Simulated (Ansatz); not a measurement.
F$_{3}$GeH$_{2}$N, SMILES `[NH2][Ge]([F])([F])[F]`. The species carries charge 0 and has multiplicity 1.

Cartesian coordinates in Å:
```
N -0.072 1.173 -0.077
Ge -0.105 -0.609 0.009
F -1.193 -1.113 1.220
F -0.601 -1.254 -1.489
F 1.367 -1.405 0.373
H 0.478 1.562 -0.829
H 0.126 1.647 0.793
```

(1) What are the harmonic wavenumbers in cm⁻¹ at PBE0-D4/def2-TZVP (Ansatz, finite differences of forces, unscaled)? (Best estimate.)

(2) Is this a minimum?

(3) Give the ideal-gas thermochemistry at 298.15 K and 1 bar (rigid rotor, harmonic oscillator; point group Cs, symmetry number 1).

(4) And at 400, 500, 600, 800 and 1000 K?

Results:

(1) Computed: 77, 186, 236, 248, 260, 278, 487, 715, 753, 769, 787, 913, 1574, 3581, 3680.

(2) Yes, all 15 modes are real.

(3) Zero-point energy 87.0 kJ/mol; H(298) − E = 107.2 kJ/mol; entropy 344.0 J/(mol·K), of which translation 171.0, rotation 110.8, vibration 62.2; G(298) − E = 4.7 kJ/mol. Modes under 100 cm⁻¹ are hindered rotations or soft bends, so the harmonic entropy is rough.

(4) 
| T (K) | H − E (kJ/mol) | S (J/mol/K) | G − E (kJ/mol) |
| --- | --- | --- | --- |
| 400 | 117.9 | 374.6 | -32.0 |
| 500 | 129.3 | 400.1 | -70.7 |
| 600 | 141.4 | 422.2 | -111.9 |
| 800 | 166.9 | 458.8 | -200.1 |
| 1000 | 193.7 | 488.6 | -294.9 |
